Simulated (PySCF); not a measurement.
Computed shifts of a molecule C2H5ClSi, PySCF with KT2/pcSseg-1, GIAO, gas phase, equivalent atoms averaged, in ppm (number of nuclei): ²⁹Si: -86.2 (1). ¹³C: 145.1 (1), 119.2 (1). ¹H: 7.07 (1), 6.02 (1), 4.45 (3). References: ²⁹Si against TMS (σ = 361.9 ppm); ¹³C against TMS (σ = 185.1 ppm); ³⁵Cl against HCl (σ = 945.4 ppm); ¹H against TMS (σ = 31.47 ppm), references at their B3LYP-D3(BJ)/def2-TZVP geometries, non-relativistic (without spin–orbit terms, shifts of atoms bonded to Cl or Br come out too high). Geometry: ωB97X-D3(BJ)/def2-SVP. Other conformers were not sampled.

Question: Identify the compound among the candidates.
(A) C=C([SiH3])Cl
(B) C=C[SiH2]Cl
(C) [SiH3]/C=C\Cl

Answer: C, [SiH3]/C=C\Cl
